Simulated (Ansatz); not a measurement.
`O[Si](Br)(Br)Br` + H₂O → `O[Si](O)(Br)Br` + HBr  (formal hydrolysis of the Si–Br bond)

Calculated with Ansatz (gas phase, PBE0-D4/def2-TZVP geometries, no zero-point term in ΔE). CBS: MP2 limit from def2 TZ/QZ plus the TZ coupled-cluster correction, frozen cores. This one scheme is used for every species. Functionals use def2-TZVPP. B3LYP here is the variant with VWN-RPA as its local correlation; programs differ in this. For Br outer-core shells are correlated without core-valence functions, which leaves a few kJ/mol of doubt a bond. Scalar relativity is left out up to krypton. One conformer a species, not always the lowest.

CCSD(T)/CBS gives -4.2 kcal/mol.

(1) Another level gave -5.7 kcal/mol. Which?
A. LDA (SPW92)/def2-TZVPP
B. B3LYP/def2-TZVPP
C. HF/def2-TZVPP
D. PBE0/def2-TZVPP

Largest T1 diagnostic among the species: 0.009.

## Answers

(1) A. LDA (SPW92) -5.7, PBE0 -4.5, B3LYP -7.2, HF/def2-TZVPP -9.4 kcal/mol.

At CCSD(T), def2-SVP lies −2.6 kcal/mol from the extrapolated value and def2-TZVPP −2.1 kcal/mol. Leaving LDA and LC-ωPBE aside and taking each functional with its dispersion term where it has one, the values, not all of them listed here, spread over 4.7 kcal/mol, from CAM-B3LYP-D4 to revPBE-D4. LDA lies −1.7 kcal/mol from PBE without D4. The D4 term adds +1.5 kcal/mol with B3LYP and +0.8 kcal/mol with PBE0; it sums over pairs of atoms, weighted by their polarisabilities, and B3LYP, whose exchange is more repulsive, gets the larger term.
